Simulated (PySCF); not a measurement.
**Do core-level shifts follow atomic charges?**

Species: C6H11B.
Cartesian coordinates in Å at the PBE0-D3(BJ)/def2-SVP level; atoms count from 1:
```xyz
18
C6H11B angstrom
B     -0.0362    1.4332    1.6299
C      0.0740    0.5646    0.3626
C      1.1269    0.8106   -0.4642
C      1.5114    0.0793   -1.6997
C     -0.9194   -0.5098    0.0864
C     -1.7101   -0.4775   -0.9957
C     -1.0030   -1.6060    1.1072
H     -0.8777    1.2251    2.4743
H      0.7390    2.3512    1.7831
H      1.7882    1.6386   -0.1787
H      0.8736   -0.7947   -1.8874
H      2.5660   -0.2371   -1.6401
H      1.4463    0.7492   -2.5750
H     -2.4558   -1.2574   -1.1758
H     -1.6503    0.3391   -1.7203
H     -0.0449   -2.1478    1.1739
H     -1.7967   -2.3276    0.8677
H     -1.1982   -1.1903    2.1092
```

Binding energies: delta-SCF UKS SCAN, pcX-2 on the ionised atom, pcseg-1 elsewhere, spin-free X2C in PySCF. Charges: PBE0/pcSseg-1 ground-state density, for the ionised atom.

```json
{"atom": "C6", "environment": "terminal =CH2 carbon", "C 1s (eV)": "289.61", "Mulliken (e)": "-0.073", "IAO (e)": "-0.339", "Hirshfeld (e)": "-0.114", "ESP (e)": "-0.693"}
{"atom": "C2", "environment": "fully substituted alkene carbon", "C 1s (eV)": "289.82", "Mulliken (e)": "-0.314", "IAO (e)": "-0.149", "Hirshfeld (e)": "-0.077", "ESP (e)": "-0.296"}
{"atom": "C5", "environment": "fully substituted alkene carbon", "C 1s (eV)": "290.42", "Mulliken (e)": "-0.375", "IAO (e)": "+0.033", "Hirshfeld (e)": "+0.017", "ESP (e)": "+0.480"}
{"atom": "C3", "environment": "alkene CH carbon", "C 1s (eV)": "290.51", "Mulliken (e)": "-0.155", "IAO (e)": "-0.042", "Hirshfeld (e)": "+0.013", "ESP (e)": "+0.093"}
{"atom": "C7", "environment": "allylic carbon", "C 1s (eV)": "290.57", "Mulliken (e)": "-0.167", "IAO (e)": "-0.411", "Hirshfeld (e)": "-0.115", "ESP (e)": "-0.595"}
{"atom": "C4", "environment": "allylic carbon", "C 1s (eV)": "290.82", "Mulliken (e)": "-0.209", "IAO (e)": "-0.426", "Hirshfeld (e)": "-0.114", "ESP (e)": "-0.412"}
```

**Question.** How well does each charge scheme correlate with the binding energies over these sites?

**Answer.** ESP: r = 0.30, slope 0.3 eV per e; Hirshfeld: r = 0.18, slope 1.4 eV per e; IAO: r = -0.09, slope -0.2 eV per e; Mulliken: r = -0.16, slope -0.7 eV per e. On 6 points no scheme stands out.

**Question.** The point-charge model writes a binding energy as kq + V + constant, with V the potential of the other atoms' charges at the site. What does it give with the IAO charges?

**Answer.** V = Σ 14.40 eV Å × q/r over all other atoms: +3.33 eV at C6, -0.22 eV at C2, -3.82 eV at C5, -0.93 eV at C3, +4.92 eV at C7, +5.63 eV at C4. Fitting binding energy − V to q gives k = 18.5 eV per e and leaves an rms residual of 0.47 eV, against 0.43 eV for the fit on q alone. The model has no term for differences in relaxation between sites.

The unrestricted hole states depart most from a pure doublet (⟨S²⟩ = 0.75; over 0.85 named) for C 1s of C5 (0.87) and C 1s of C3 (0.86), which makes these values less certain. One conformer (not necessarily the lowest) at the PBE0-D3(BJ)/def2-SVP geometry, without solvent, vibrations or thermal averaging.
